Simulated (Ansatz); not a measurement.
Ansatz (a quantum-chemistry and plane-wave program) input:

Ansatz 0.2 input:
```yaml
crystal:
  periodic: [false, false, false]
  atoms:
    - {symbol: C, position_ang: [3.24006760, 0.13599827, -0.06355691]}
    - {symbol: C, position_ang: [1.90269707, -0.42678872, 0.40558890]}
    - {symbol: C, position_ang: [0.71582980, 0.29185486, -0.23822641]}
    - {symbol: C, position_ang: [-0.62961883, -0.28104514, 0.24745518]}
    - {symbol: C, position_ang: [-1.74751904, 0.45324202, -0.41922968]}
    - {symbol: O, position_ang: [-3.10284405, -0.12618422, 0.13506379]}
    - {symbol: H, position_ang: [3.35483581, 0.03543161, -1.14460053]}
    - {symbol: H, position_ang: [4.06838204, -0.39176903, 0.40865056]}
    - {symbol: H, position_ang: [3.33398185, 1.19427245, 0.18759025]}
    - {symbol: H, position_ang: [1.82551154, -0.34236717, 1.49330429]}
    - {symbol: H, position_ang: [1.84643344, -1.49376747, 0.17097681]}
    - {symbol: H, position_ang: [0.78196172, 0.20421545, -1.32653039]}
    - {symbol: H, position_ang: [0.76254538, 1.35862925, -0.00173037]}
    - {symbol: H, position_ang: [-0.70564547, -0.17524553, 1.33148346]}
    - {symbol: H, position_ang: [-0.67306013, -1.34651574, -0.00105063]}
    - {symbol: H, position_ang: [-1.80715886, 0.31422619, -1.49586046]}
    - {symbol: H, position_ang: [-1.83354116, 1.49839514, -0.13699471]}
    - {symbol: H, position_ang: [-3.11678443, -1.10139733, 0.14677807]}
    - {symbol: H, position_ang: [-3.90344902, 0.21579799, -0.30471309]}
basis:
  gaussian:
    orbitals: aug-cc-pVDZ
total_charge: 1
magnetization: {spin_polarized: false}
correlation: {method: ccsd_t, electrons: outside_noble_gas}
output: {forces: true}
```

Task: Predict the final energy.

Result: -272.59277 Eh (CCSD(T)/aug-cc-pVDZ). The basis has 255 functions.

It need not be the lowest isomer of its formula.
